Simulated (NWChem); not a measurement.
System: MnH4O2F2, sextet; SMILES [OH2]->[Mn](<-[OH2])([F])[F]

NWChem printed, in part:

```
             Northwest Computational Chemistry Package (NWChem) 7.3.0
             --------------------------------------------------------

 C1  symmetry detected

                             Geometry "geometry" -> ""
                             -------------------------

 Output coordinates in angstroms (scale by  1.889725989 to convert to a.u.)

  No.       Tag          Charge          X              Y              Z
 ---- ---------------- ---------- -------------- -------------- --------------
    1 Mn                  25.0000    -0.00138914    -0.00027150     0.26406834
    2 F                    9.0000     0.94467568     1.57278720     0.65393347
    3 F                    9.0000    -0.94640001    -1.57526895     0.64899185
    4 O                    8.0000     0.93588808    -1.62135579    -0.99850366
    5 H                    1.0000     0.22394477    -2.10895020    -0.48455021
    6 H                    1.0000     1.78096498    -1.99279859    -0.68152320
    7 O                    8.0000    -0.93096253     1.62437092    -1.00073057
    8 H                    1.0000    -0.21878886     2.10909697    -0.48435424
    9 H                    1.0000    -1.77527801     1.99765422    -0.68373476

 Effective nuclear repulsion energy (a.u.)     349.8447393331

                                 NWChem DFT Module
                                 -----------------

 Summary of "ao basis" -> "ao basis" (spherical)
 ------------------------------------------------------------------------------
       Tag                 Description            Shells   Functions and Types
 ---------------- ------------------------------  ------  ---------------------
 Mn                          6-31g*                 12       34   5s4p2d1f
 F                           6-31g*                  6       14   3s2p1d
 O                           6-31g*                  6       14   3s2p1d
 H                           6-31g*                  2        2   2s

            General Information
            -------------------
          SCF calculation type: DFT
          Wavefunction type:  spin polarized.
          No. of atoms     :     9
          No. of electrons :    63
           Alpha electrons :    34
            Beta electrons :    29
          Charge           :     0
          Spin multiplicity:     6
          Use of symmetry is: off; symmetry adaption is: off
          Maximum number of iterations: 150
          AO basis - number of functions:    98
                     number of shells:    44
          Convergence on energy requested:  1.00D-06
          Convergence on density requested:  1.00D-05
          Convergence on gradient requested:  5.00D-04

              XC Information
              --------------
                      r^2SCAN Method XC Functional
               r^2SCAN metaGGA Exchange Functional  1.000
                     r^2SCAN Correlation Potential  1.000

             Grid Information
             ----------------
          Grid used for XC integration:  fine
          Radial quadrature: Mura-Knowles
          Angular quadrature: Lebedev.
          Tag              B.-S. Rad. Rad. Pts. Rad. Cut. Ang. Pts.
          ---              ---------- --------- --------- ---------
          Mn                  1.40      140           9.0       974
          F                   0.50       70          10.0       590
          O                   0.60       70          11.0       590
          H                   0.35       60          12.0       590
          Grid pruning is: on
          Number of quadrature shells:   660
          Spatial weights used:  Erf1

      Superposition of Atomic Density Guess
      -------------------------------------

 Sum of atomic energies:       -1499.74198980

      Non-variational initial energy
      ------------------------------

 Total energy =   -1499.258796
 1-e energy   =   -2768.645906
 2-e energy   =     919.542370
 HOMO         =      -0.133561
 LUMO         =      -0.122947

     ---------------------------------------------
      Total Density - Mulliken Population Analysis
     ---------------------------------------------

    Atom       Charge   Shell Charges
 -----------   ------   -------------------------------------------------------
    1 Mn  25    23.60   2.00  2.00  6.00  2.00  6.00  0.39  0.14  0.31  0.07  2.77  1.91  0.01
    2 F    9     9.77   2.00  0.96  3.52  1.02  2.28  0.01
    3 F    9     9.77   2.00  0.96  3.52  1.02  2.28  0.01
    4 O    8     9.04   2.00  0.92  3.06  0.94  2.10  0.02
    5 H    1     0.44   0.33  0.10
    6 H    1     0.45   0.35  0.10
    7 O    8     9.04   2.00  0.92  3.06  0.94  2.10  0.02
    8 H    1     0.44   0.33  0.10
    9 H    1     0.45   0.35  0.10

     --------------------------------------------
      Spin Density - Mulliken Population Analysis
     --------------------------------------------

[...]

                         DFT ENERGY GRADIENTS

    atom               coordinates                        gradient
                 x          y          z           x          y          z
   1 Mn     -0.002625  -0.000513   0.499017    0.000005   0.000044  -0.000368
   2 F       1.785178   2.972137   1.235755    0.003876   0.005264   0.001747
   3 F      -1.788437  -2.976827   1.226417   -0.003914  -0.005332   0.001752
   4 O       1.768572  -3.063918  -1.886898    0.000369   0.004003  -0.009288
   5 H       0.423194  -3.985338  -0.915667   -0.002934  -0.002510   0.004468
   6 H       3.365536  -3.765843  -1.287892    0.003888  -0.002349   0.003262
   7 O      -1.759264   3.069616  -1.891107   -0.000307  -0.003991  -0.009357
   8 H      -0.413451   3.985615  -0.915297    0.002891   0.002490   0.004467
   9 H      -3.354789   3.775019  -1.292071   -0.003875   0.002381   0.003318
```

Level: r2SCAN/6-31G* (spherical d), spin-unrestricted. Geometry: optimised at PBE-D3(BJ)/def2-SVP, spin-unrestricted. No frequency run checked for a minimum. This spin state was assumed; another may lie lower. No stability test was run on the SCF state.

Problem. Which NWChem input produces such a log?

Solution. This is not unique; one that fits is the input that was run:
```
start job
memory heap 200 mb stack 900 mb global 1100 mb
geometry units angstroms noautoz
  Mn    -0.002611     0.000830     0.272651
  F      1.605893     0.884746     0.663745
  F     -1.611933    -0.884997     0.656346
  O     -0.006637    -1.872182    -0.989213
  H     -0.867717    -1.935335    -0.476073
  H      0.536637    -2.618146    -0.671420
  O      0.012322     1.872081    -0.992846
  H      0.871156     1.933031    -0.475657
  H     -0.529985     2.619494    -0.676662
end
basis spherical
  Mn library 6-31g*
  F library 6-31g*
  O library 6-31g*
  H library 6-31g*
end
dft
  odft
  mult 6
  xc r2scan
  grid fine
  iterations 150
  mulliken
end
task dft gradient
```
